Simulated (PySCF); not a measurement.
Interval between two levels of Ni³⁺ by level of theory

Ni³⁺ [Ar] 3d7 [4F9/2, M_J = 9/2] → Ni³⁺ [Ar] 3d6 4p1 [6F11/2, M_J = 11/2], as a difference of total energies. Computed with PySCF 2.14 in x2c-TZVPall-2c (6s7p4d1f, 54 functions), with the two-component X2C-1e Hamiltonian. Correlated levels: [Ne] frozen. "Screened" scales the spin-orbit matrix elements by Boettger's factors to mimic the two-electron term; Breit and QED terms are absent.

| method | interval between two levels (cm⁻¹) |
| --- | --- |
| GHF (spin-free) | 168600 |
| GMP2 (spin-free) | 178740 |
| GHF (screened spin-orbit) | 169490 |
| GMP2 (screened spin-orbit) | 179670 |

The labels give the starting determinants; with spin-orbit coupling the two ends relaxed to ⟨J²⟩ = 24.75, ⟨L²⟩ = 12.03, ⟨S²⟩ = 3.74 and ⟨J²⟩ = 35.75, ⟨L²⟩ = 12.02, ⟨S²⟩ = 8.74.
